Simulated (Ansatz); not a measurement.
```yaml
crystal:
  periodic: [false, false, false]
  atoms:
    - {symbol: C, position_ang: [-3.530826, -1.145327, 0.426350]}
    - {symbol: C, position_ang: [-2.434738, -0.082160, 0.344024]}
    - {symbol: C, position_ang: [-1.726245, -0.043385, -1.014189]}
    - {symbol: C, position_ang: [-0.607267, 0.994239, -1.110885]}
    - {symbol: N, position_ang: [0.466377, 0.772654, -0.146011]}
    - {symbol: C, position_ang: [1.093110, 1.753784, 0.621293]}
    - {symbol: C, position_ang: [2.241349, 1.210277, 1.126356]}
    - {symbol: N, position_ang: [2.313834, -0.107397, 0.671855]}
    - {symbol: C, position_ang: [3.492601, -0.953642, 0.690441]}
    - {symbol: C, position_ang: [1.308718, -0.305669, -0.238593]}
    - {symbol: H, position_ang: [-4.318050, -0.976168, -0.338095]}
    - {symbol: H, position_ang: [-4.024511, -1.149202, 1.419283]}
    - {symbol: H, position_ang: [-3.118877, -2.162237, 0.254251]}
    - {symbol: H, position_ang: [-2.865968, 0.922141, 0.557300]}
    - {symbol: H, position_ang: [-1.679696, -0.258376, 1.141579]}
    - {symbol: H, position_ang: [-1.318699, -1.049165, -1.261837]}
    - {symbol: H, position_ang: [-2.458005, 0.178824, -1.821246]}
    - {symbol: H, position_ang: [-0.125933, 0.971298, -2.115189]}
    - {symbol: H, position_ang: [-1.004368, 2.012545, -0.925450]}
    - {symbol: H, position_ang: [0.650482, 2.744311, 0.759017]}
    - {symbol: H, position_ang: [2.999033, 1.632700, 1.792200]}
    - {symbol: H, position_ang: [3.222087, -1.991389, 0.970943]}
    - {symbol: H, position_ang: [4.214752, -0.561266, 1.428782]}
    - {symbol: H, position_ang: [3.930689, -0.950961, -0.332210]}
    - {symbol: H, position_ang: [0.969002, -1.304787, -0.528261]}
    - {symbol: Cl, position_ang: [2.311151, -0.151612, -2.371730]}
basis:
  gaussian: {orbitals: def2-TZVP, fitting: {mean_field: cc-pVTZ-jkfit}}
hamiltonian: {xc: {name: LC-wPBE}}
scf: {omitted_lower_state_checks: [starts]}
```

```sh
$ ansatz run in.yaml --threads 4 --pin off --events-out ev --progress --plain --max-ram 6963MiB
```

Shortened log:

```
Functional definition: LC-wPBE
1361 factors; integrals over basis functions are off by at most 4.5e-1 eV
1361 factors; integrals over basis functions are off by at most 9.5e-6 eV
mean field evaluation 1: about -24029.9723 eV, gradient 5.5e1 eV
mean field evaluation 2: about -24034.3897 eV, gradient 3.5e1 eV
mean field evaluation 4: about -24036.9215 eV, gradient 3.2e0 eV
mean field evaluation 8: about -24036.9533 eV, gradient 1.6e-1 eV
mean field evaluation 16: about -24036.9533 eV, gradient 1.7e-4 eV
mean field -24036.95334009 eV, -883.3417424162 hartree, gradient 2.2e-5 eV, S^2 0.000000; 0 other end points of the search recorded, 0 dependent functions left out
reference -24036.95334010 eV, -883.3417424166 hartree; 47, 47 occupied and 390, 390 virtual orbitals, 1361 factors
Total energy: -24036.95334010 eV, -883.3417424166 hartree
Checks for a lower state left out: starts
```

Hardware: 4 threads of Arm Neoverse V2 on a shared host. Wall time 15 s, peak host memory 2.8 GiB.

LC-ωPBE has ω = 0.4 bohr⁻¹.
